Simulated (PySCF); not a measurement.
Al(H)(Cl)(NMe2) (C2H7AlClN), SMILES C[N](C)[AlH][Cl]. Geometry optimised at B3LYP-D3(BJ)/def2-SVP. The structure was generated by enumeration; whether it is a known compound was not checked. One conformer was computed; it need not be the lowest.

Calculation: B3LYP-D3(BJ)/def2-SVP in PySCF.

Harmonic wavenumbers (cm⁻¹): 89, 127, 205, 246, 264, 301, 366, 464, 514, 635, 704, 1020, 1088, 1112, 1168, 1217, 1311, 1435, 1453, 1461, 1465, 1480, 1502, 1993, 2962, 2969, 3011, 3019, 3091, 3115. Rotational constants (GHz): 6.584, 1.615, 1.318; symmetry number 1.

Q: Work out the zero-point energy and the ideal-gas rigid-rotor harmonic-oscillator thermochemistry at 298.15 K and 1 atm.

A: ZPE = ½ Σ hcν = ½ × 39786 cm⁻¹ = 237.97 kJ/mol. H − E(el) = 259.96 kJ/mol. Entropy in J/(mol K): translation 167.08, rotation 115.19, vibration 71.72, total 353.99. G − E(el) = 154.42 kJ/mol. Cp = 111.78 J/(mol K). Modes under 150 cm⁻¹ make the vibrational entropy uncertain.
